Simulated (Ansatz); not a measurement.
Consider the ligand exchange at a Ga–F bond: `[F][Ga]([F])[SH]` + `CNC` → `C[N](C)[Ga]([F])[SH]` + H–F.

Computed with Ansatz on PBE0-D4/def2-TZVP structures; ΔE is electronic, products minus reactants. CBS: MP2 limit from def2 TZ/QZ plus the TZ coupled-cluster correction, frozen cores. This one scheme is used for every species. DFT in def2-TZVPP. For Ga outer-core shells are correlated without core-valence functions, which leaves a few kJ/mol of doubt a bond. Scalar relativity is left out up to krypton. One conformer a species, not always the lowest.

```
        level  ΔE (kJ/mol)
         PBE0         42.9
HF/def2-TZVPP         63.5
```

What does CCSD(T)/CBS give? (An estimate is asked.)

The calculation gave: +25.4 kJ/mol. The listed levels differ from it by 17.5, 38.1 kJ/mol.

Largest T1 diagnostic among the species: 0.014.

The D4 term adds −14.5 kJ/mol with B3LYP and −8.2 kJ/mol with PBE0; it sums over pairs of atoms, weighted by their polarisabilities, and B3LYP, whose exchange is more repulsive, gets the larger term. In def2-TZVPP, CCSD(T) changes the Hartree–Fock value by −32.1 kJ/mol (the triples alone add −3.8 kJ/mol) and MP2 by −37.2 kJ/mol.

B3LYP here is the variant with VWN-RPA as its local correlation; programs differ in this.
